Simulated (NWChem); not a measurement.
Species: CrN$_{2}$H$_{2}$ClF; SMILES [NH]=[Cr](=[NH])([F])[Cl]

Give the equilibrium geometry at PBE0/def2-SVP (NWChem) as a Z-matrix, with the point group.

point group Cs; any orientation.
```
Cr
N 1 1.5763
H 2 1.0239 1 147.81
N 1 1.5763 2 107.90 3 11.15
H 4 1.0239 1 147.81 2 -11.15
F 1 1.7080 2 109.83 3 130.85
Cl 1 2.1538 2 106.73 3 -103.24
```
